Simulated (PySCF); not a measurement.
## Cl²⁺: excitation energy

Cl²⁺ [Ne] 3s2 3p3 (4S) → Cl²⁺ [Ne] 3s1 3p4 (4P), as a difference of total energies. Calculation: PySCF 2.14, in x2c-QZVPPall with one added diffuse shell each of s, p, d, f type (10s7p5d3f1g, 86 functions); the spin-free X2C one-electron Hamiltonian (Gaussian nucleus). Correlated levels: valence and next inner shell: 1s2 frozen. The calculations carry no spin-orbit coupling.

```csv
method,excitation energy (cm⁻¹)
UHF,104990
MP2 (valence and next inner shell),105330
SCS-MP2 (valence and next inner shell),105060
CCSD (valence and next inner shell),101110
CCSD(T) (valence and next inner shell),99779
```

The coupled-cluster amplitudes are large for the upper state (T1 above 0.03 or a double amplitude above 0.15), so a single reference is strained.
